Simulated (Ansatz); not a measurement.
The first iterations of a band of ClGeH3 + FH + H2O (10 atoms, charge 0, multiplicity 1).

Method: RKS PBE0/def2-SVP (Ansatz 0.2.0).

```json
{
 "movable images": "5",
 "climbing image": "yes",
 "spring": "5.0 eV/Å²",
 "optimiser": "quadratic models (default)",
 "start path": "through a guess of the saddle point",
 "force threshold": "0.5 eV/Å",
 "iteration limit": "60",
 "end points": "relaxed"
}
```

Initial state:

```xyz
10
Properties=species:S:1:pos:R:3
Ge -1.045 0.412 -1.092
Cl 0.109 -1.473 -1.169
H -2.148 0.142 -2.133
H -1.637 0.536 0.308
H -0.131 1.542 -1.556
H 0.913 0.229 1.494
O 1.007 0.999 0.911
H 0.445 -1.704 0.898
F 0.604 -1.562 1.813
H 1.882 0.879 0.526
```

Final state:

```xyz
10
Properties=species:S:1:pos:R:3
Ge -0.749 0.997 -0.735
Cl -0.193 -2.629 -0.380
H -0.511 0.304 -2.081
H -1.820 0.337 0.130
H -0.994 2.505 -0.917
H 0.842 -0.231 1.329
O 0.766 0.843 0.267
H 0.262 -2.057 0.716
F 0.813 -1.009 1.906
H 1.583 0.942 -0.235
```

| iteration | highest image above the first end (eV) | largest band force component (eV/Å) |
| --- | --- | --- |
| 1 | 1.690 | 3.064 |
| 2 | 1.087 | 1.705 |

Q: Does the band converge within its limit, and where does its top end?

A: The run converged. It ended after 6 iterations with the highest image 0.859 eV above the first end. The threshold of 0.5 eV/Å is loose, so the images may lie well off the minimum-energy path. The order of the stationary point at the top wasn't checked. The orbitals stay closed-shell, which can raise the energy where a bond breaks towards radicals; this wasn't checked here.

The run took 84 s on 2 threads of Arm Neoverse V2, on a shared host, peak memory 0.26 GiB.
